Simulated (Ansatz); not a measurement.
Consider the redistribution: `[SiH3]N[SiH3]` + `NC(F)O[SiH2]F` → `NC(F)O[SiH3]` + `F[SiH2]N[SiH3]`.

Gas-phase electronic energies from Ansatz, PBE0-D4/def2-TZVP geometries. CCSD(T)/CBS adds triple-zeta CCSD(T) − MP2 to the extrapolated MP2 energy (def2 sets, frozen cores). This one scheme is used for every species. Each species was taken in one conformer, which may not be the lowest.

```
         species  CCSD/CBS(def2) energy (Eh)
 `[SiH3]N[SiH3]`                  -637.08789
 `NC(F)O[SiH2]F`                  -659.66883
  `NC(F)O[SiH3]`                  -560.40550
`F[SiH2]N[SiH3]`                  -736.35293
```

Q: Work out ΔE.

A: ΔE = (-560.40550) + (-736.35293) − (-637.08789) − (-659.66883) = -0.00171 Eh = -4.5 kJ/mol. CCSD(T)/CBS gives -4.9 kJ/mol.

Largest T1 diagnostic among the species: 0.012.
